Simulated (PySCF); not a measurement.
## Do core-level shifts follow atomic charges?

C4H9OPSi.
Numbering: `[CH2:1]=[CH:2][C@@H:3]1[C@H:4]([SiH3:5])[P@H:6]1=[O:7]`

Structure used (PBE0-D3(BJ)/def2-SVP), in Å, numbered top down from 1:
```
atom  x, y, z in Å
C1    -0.5536    2.3848   -1.1584
C2    -0.1626    1.1445   -0.8535
C3    -0.8657    0.2518    0.0860
C4    -0.0742   -0.7663    0.9879
Si5    1.7941   -0.9239    0.9600
P6    -1.1518   -1.5019   -0.2395
O7    -2.3943   -2.2916   -0.0130
H8    -0.0032    2.9897   -1.8822
H9    -1.4372    2.8359   -0.6967
H10    0.7313    0.7354   -1.3412
H11   -1.7117    0.7153    0.6093
H12   -0.4928   -0.8318    2.0015
H13    2.1851   -2.0656    1.8380
H14    2.2627   -1.2013   -0.4331
H15    2.4486    0.3294    1.4416
H16   -0.3358   -1.8457   -1.3474
```

Binding energies: delta-SCF UKS SCAN, pcX-2 on the ionised atom, pcseg-1 elsewhere, spin-free X2C in PySCF. Charges: PBE0/pcSseg-1 ground-state density, for the ionised atom.

```tsv
atom	environment	C 1s (eV)	Mulliken (e)	IAO (e)	Hirshfeld (e)	ESP (e)
C1	terminal =CH2 carbon	290.18	-0.147	-0.310	-0.098	-0.449
C4	sp3 carbon bound to silicon	290.55	-0.681	-0.670	-0.168	-0.341
C2	alkene CH carbon	290.96	-0.164	-0.139	-0.046	-0.109
C3	sp3 carbon bound to phosphorus	291.12	-0.376	-0.354	-0.071	-0.194
```

Q: Give the correlation coefficient and slope of binding energy on charge for each scheme.

A: ESP: r = 0.92, slope 2.6 eV per e; Hirshfeld: r = 0.53, slope 4.2 eV per e; IAO: r = 0.28, slope 0.5 eV per e; Mulliken: r = -0.06, slope -0.1 eV per e. ESP charges have the highest r, on only 4 points.

Q: The point-charge model writes a binding energy as kq + V + constant, with V the potential of the other atoms' charges at the site. What does it give with the IAO charges?

A: V = Σ 14.40 eV Å × q/r over all other atoms: +3.42 eV at C1, +9.03 eV at C4, 0.00 eV at C2, +4.10 eV at C3. Fitting binding energy − V to q gives k = 17.3 eV per e and leaves an rms residual of 0.48 eV, against 0.35 eV for the fit on q alone. The model has no term for differences in relaxation between sites.

Geometry: PBE0-D3(BJ)/def2-SVP, one conformer, isolated molecule.
